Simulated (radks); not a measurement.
Values are calculated unless marked as measured or tabulated.
Species: S2+. Configuration: [Ne] 3s2 3p2 (the NIST ground configuration).

Code: a radial shooting solver on a logarithmic mesh with Libxc functionals. Model: Dirac Kohn-Sham, PBE, spin-unpolarised, spherical densities, point nucleus; open shells fill j = l - 1/2 first.

Energy parts (hartree):
part                      energy
total                 -397.80112
kinetic                399.62700
electron-nucleus      -936.34349
Hartree                163.69079
exchange-correlation   -24.77543

Orbitals (lengths in bohr, moments of r in powers of bohr; r(max) is where P^2 peaks):
orbital  occ.  eigenvalue (hartree)   r(max)
1s1/2       2             -89.37812  0.06329
2s1/2       2              -8.72274   0.3881
2p1/2       2              -6.72781   0.3244
2p3/2       4              -6.68126   0.3261
3s1/2       2              -1.44675    1.368
3p1/2       2              -1.03015    1.492
3p3/2       0              -1.02591    1.497

The highest occupied level is 3p1/2 at -28.032 eV. For comparison, the ionisation energy in NIST's Atomic Spectra Database is 34.86 eV (semi-empirical). In exact Kohn-Sham theory the highest level is minus the ionisation energy, but local and semilocal functionals leave it too shallow, through self-interaction and a potential that decays too fast; potentials with the right tail come closer.

Beside tabulated values, note that spin-unpolarised runs miss the spin-polarisation part of the exchange energy of open shells.
